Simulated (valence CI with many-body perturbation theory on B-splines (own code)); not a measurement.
Results of a calculation; reference values are marked as such.
## From CI to CI+MBPT in S¹¹⁺

Level of theory: configuration interaction combined with many-body perturbation theory (CI+MBPT): three valence electrons over a frozen Dirac-Fock core [He], a basis of 11 s, 11 p, 9 d, 7 f, 5 g, 2 h, 1 i functions for each j, with the one-electron correlation potential Σ1, the two-electron term Σ2, the three-electron term Σ3, Breit, model QED; selected CI, second order for the rest, scaled by the run's own slope (own B-spline code, finite nucleus).

No measured levels were compared; by estimate levels of excited configurations hold to 0.05 to 0.15 % of their energy, terms of the ground configuration to about 0.5 %.

Each rung adds one term. CI alone is the Dirac-Coulomb CI over the frozen core; QED comes last and gives the full result, which names the levels. Energies are above 2s2.2p 2P°_1/2 on the same rung, in cm⁻¹.

```tsv
Level	CI alone	+ Σ1	+ Σ2	+ Σ3	+ Breit	Full
2s2.2p 2P°_3/2	13815	13858	13856	13854	13099	13134
2s.2p2 4P_1/2	195255	194106	193991	194077	194375	193816
2s.2p2 4P_3/2	200292	199160	199045	199130	199156	198611
2s.2p2 4P_5/2	207806	206697	206581	206664	205839	205314
2s.2p2 2D_3/2	349437	348345	347837	347673	347327	346782
2s.2p2 2D_5/2	349911	348823	348315	348152	347594	347051
2s.2p2 2S_1/2	441754	440684	440379	440035	440349	439793
2s.2p2 2P_1/2	468996	467881	465848	465540	465538	464972
2s.2p2 2P_3/2	476373	475271	473054	472751	472181	471626
2p3 4S°_3/2	616029	613712	611482	611270	611216	610075
2p3 2D°_3/2	695131	692857	691162	690953	691119	689978
2p3 2D°_5/2	696320	694052	692359	692152	691635	690499
2p3 2P°_1/2	779211	777035	775353	775084	775313	774206
2p3 2P°_3/2	781276	779112	777428	777161	777067	775970
2s2.3s 2S_1/2	2556830	2558780	2558420	2558210	2556900	2557120
2s2.3p 2P°_1/2	2653670	2655350	2654980	2654760	2653670	2653710
2s2.3p 2P°_3/2	2657440	2659130	2658760	2658550	2657220	2657270
2s2.3d 2D_3/2	2747220	2749220	2748790	2748590	2747090	2747160
2s2.3d 2D_5/2	2748230	2750230	2749800	2749600	2748060	2748130
```

(1) How does the ionisation energy move along the ladder, and which term matters most?

## Answers

(1) CI alone 564.36, + Σ1 564.63, + Σ2 564.58, + Σ3 564.55, + Breit 564.36, + QED 564.37 eV. The largest step is Σ1, 0.27 eV. NIST lists 564.41 eV (semi-empirical).
